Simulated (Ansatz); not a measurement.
Reactions of CH$_{3}$F$_{2}$OSc (`C[O][Sc]([F])[F]`).

Program: Ansatz. Geometries: PBE0-D4/def2-TZVP. ΔE: electronic, gas phase. CCSD(T)/CBS is the MP2 limit (def2-TZVPP, def2-QZVPP) plus CCSD(T) − MP2 in def2-TZVPP, frozen cores. This one scheme is used for every species. Functionals use def2-TZVPP. B3LYP here is the variant with VWN-RPA as its local correlation; programs differ in this. For Sc, Se outer-core shells are correlated without core-valence functions, which leaves a few kJ/mol of doubt a bond. Scalar relativity is left out up to krypton. One conformer a species, not always the lowest.

```
                                                                      reaction  r2SCAN-D4 (kJ/mol)  ωB97M-V (kJ/mol)  PBE-D4 (kJ/mol)  B3LYP-D4 (kJ/mol)
                     `C[O][Sc]([F])[F]` + `CBS` → `[CH3][Sc]([F])[F]` + `COBS`                  84                77               84                 83
              `C[O][Sc]([F])[F]` + `COB(C)O` → `COB(C)OC` + `[OH][Sc]([F])[F]`                   7                 3                9                  6
`C[O][Sc]([F])[F]` + `O[SiH](F)[SeH]` → `CO[SiH](F)[SeH]` + `[OH][Sc]([F])[F]`                  12                 9               14                 11
         `C[O][Sc]([F])[F]` + `N[SiH](O)F` → `[F][Sc]([F])[F]` + `CO[SiH](N)O`                   2                 1                1                  4
```

Question: Give the CCSD(T)/CBS values in the same order. (An estimate is asked.)

Answer: The calculation gave: 81, 5, 10, 11 kJ/mol.

Largest T1 diagnostic: 0.017, for `[F][Sc]([F])[F]`.
